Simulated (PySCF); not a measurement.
**Telling isomers of C8H12O3 apart by NMR**

All values are calculated (PySCF): GFN2-xTB structure, PBE0/pcSseg-1 with gauge-including orbitals. Single conformer, one averaged value for each set of equivalent atoms, gas phase, relativity neglected.

Chemical shifts δ = σref − σ; 1H (31.72 ppm), 13C (186.93 ppm) vs TMS, all at this level. Where no couplings were computed, multiplicities follow the n + 1 count of equivalent neighbours, and m marks all less simple cases (inequivalent or close neighbours, rings, F or P nearby). Shifts are as computed. Against solution values, carbons near 30 ppm lie about +3 ppm off and those near 130 ppm about +5 ppm. Of 1211 compounds with measured shifts, 218 miss one by over three times the rms of a fit or turn the order of signals round; such compounds aren't used in these exercises.

(1) Tabulate the signals of `O=C1OCC[C@@H](C2CCC2)O1`, `COC(=O)[C@H]1CCCC(=O)C1` and their relative energies.

(2) What is the quickest way to tell O=C1OCC[C@@H](C2CCC2)O1 from COC(=O)[C@H]1CCCC(=O)C1?

Answers

(1) 
```tsv
SMILES	carbon types	δC	δH	E rel. (kcal/mol)
O=C1OCC[C@@H](C2CCC2)O1	1×C 2×CH 5×CH2	150.9, 79.9, 68.2, 40.9, 28.7, 21.8, 20.2, 17.3	4.48 (m, 1H), 4.38 (m, 1H), 4.17 (m, 1H), 2.65 (m, 1H), 2.32 (m, 1H), 2.24 (m, 1H), 1.97 (m, 1H), 1.86 (m, 1H), 1.85 (m, 1H), 1.80 (m, 1H), 1.57 (m, 1H), 1.29 (m, 1H)	20.3
COC(=O)[C@H]1CCCC(=O)C1	2×C 1×CH 4×CH2 1×CH3	212.8, 182.9, 54.2, 49.4, 47.4, 44.6, 33.3, 30.7	3.89 (s, 3H), 2.69 (m, 1H), 2.61 (m, 1H), 2.30 (m, 1H), 2.29 (m, 1H), 2.27 (m, 1H), 2.16 (m, 1H), 1.87 (m, 1H), 1.83 (m, 1H), 1.65 (m, 1H)	0.0
```

Energies are electronic energies at PBE0/pcSseg-1 on these geometries, without zero-point or thermal terms, each for the one conformer computed, which needn't be the lowest.

(2) Both give the same number of carbon signals, but DEPT or the intensities differ. The first has a carbonate carbon (C) at 150.9 ppm, the second a ketone carbonyl carbon (C) at 212.8 ppm. In the proton spectra the most deshielded non-exchanging signals are 4.48 (m, 1H) and 3.89 (s, 3H).
